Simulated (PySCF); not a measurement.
Excitations are Tamm–Dancoff values on a coarser integration grid. The basis has no diffuse functions, so Rydberg states are missing or too high.

Z-matrix (Å, degrees):
```
Si
C 1 1.7220
H 2 1.0849 1 124.53
H 2 1.0855 3 114.99 1 -179.86
H 1 1.4836 2 117.50 3 0.07
B 1 1.9664 5 123.25 2 179.90
H 6 1.1939 1 123.34 5 -0.11
H 6 1.1945 7 119.05 1 179.97
```
Charge 0, multiplicity 1.

What total energy, LUMO, T1 excitation (TDA), S1 oscillator strength, brightest of the four lowest singlets (TDA), HOMO, S1–T1 gap (TDA) and HOMO–LUMO gap does PBE0-D3(BJ)/def2-TZVP run with PySCF give?


```yaml
total_energy: -355.1855 Ha
LUMO: -2.98 eV
T1 excitation (TDA): 1.52 eV
S1 oscillator strength: 0.327
brightest of the four lowest singlets (TDA): 4.07 eV
HOMO: -6.85 eV
S1–T1 gap (TDA): 2.55 eV
HOMO–LUMO gap: 3.87 eV
```
